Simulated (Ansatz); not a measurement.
`FCC([SiH3])Cl` and `[SiH3][CH](Cl)[AlH][SH]` differ in one atom or group.

Ansatz, PBE0-D4/def2-TZVP geometries, multiplicity 1. Each molecule was computed in one conformer, which needn't be the lowest.

```json
{"property": "HOMO energy (ωB97M-V/def2-TZVPP) / eV", "`FCC([SiH3])Cl`": "-10.52"}
{"property": "LUMO energy (PBE/def2-TZVPP) / eV", "`FCC([SiH3])Cl`": "-0.91"}
{"property": "HOMO–LUMO gap (PBE0/def2-TZVPP) / eV", "`FCC([SiH3])Cl`": "8.36"}
{"property": "size of the dipole moment (PBE/def2-TZVPP) / D", "`FCC([SiH3])Cl`": "2.25"}
{"property": "size of the dipole moment (B3LYP/def2-TZVPP) / D", "`FCC([SiH3])Cl`": "2.38"}
{"property": "HOMO–LUMO gap (PBE/def2-TZVPP) / eV", "`FCC([SiH3])Cl`": "6.02"}
```

(1) Give the same properties after the change, and the shifts. (Best estimate.)

## Answers

(1) Ansatz gave: 
```tsv
property	`[SiH3][CH](Cl)[AlH][SH]`	shift
HOMO energy (ωB97M-V/def2-TZVPP) / eV	-9.71	0.81
LUMO energy (PBE/def2-TZVPP) / eV	-1.91	-1.00
HOMO–LUMO gap (PBE0/def2-TZVPP) / eV	6.59	-1.77
size of the dipole moment (PBE/def2-TZVPP) / D	2.04	-0.21
size of the dipole moment (B3LYP/def2-TZVPP) / D	2.11	-0.27
HOMO–LUMO gap (PBE/def2-TZVPP) / eV	4.43	-1.59
```

With PBE0 the HOMO rises by 0.73 eV and the LUMO falls by 1.04 eV, so the gap narrows by about 1.77 eV. PBE moves the HOMO by 0.60 eV and ωB97M-V by 0.81 eV. Dipoles are sizes alone; their direction can turn.

B3LYP here is the variant with VWN-RPA as its local correlation; programs differ in this.
